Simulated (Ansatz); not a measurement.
C₂H₆InN, SMILES `CC#[N+][InH3-]` from Hartree–Fock to CCSD(T)

```xyz
10

C    -2.269   -0.573    0.137
C    -0.871   -0.220    0.052
N     0.237    0.060   -0.015
In    2.568    0.649   -0.155
H    -2.381   -1.507    0.689
H    -2.818    0.216    0.653
H    -2.679   -0.698   -0.866
H     2.320    2.146   -0.991
H     3.047   -0.749   -1.060
H     2.844    0.677    1.555
```

The species carries charge 0 and has multiplicity 1. Correlated methods include outer-core shells of In, which these sets cover unevenly. In takes the def2 core potential. The geometry is a stationary point of PBE0-D4/def2-TZVP. Frozen core, restricted reference, Ansatz.

| basis | HF (Eh) | MP2 corr. | CCSD corr. | (T) | CCSD(T) total |
| --- | --- | --- | --- | --- | --- |
| def2-SVP | -322.74841 | ? | -0.57326 | -0.01982 | ? |
| def2-TZVPP | ? | -0.82392 | ? | -0.03283 | ? |
| def2-QZVPP | ? | -1.04584 | – | – | – |

(1) Fill in the withheld values. (Estimate.)

Answers

(1) Computed: def2-SVP MP2 corr.: -0.53021; def2-SVP CCSD(T) total: -323.34149; def2-TZVPP HF (Eh): -322.90892; def2-TZVPP CCSD corr.: -0.84982; def2-TZVPP CCSD(T) total: -323.79157; def2-QZVPP HF (Eh): -322.91619.
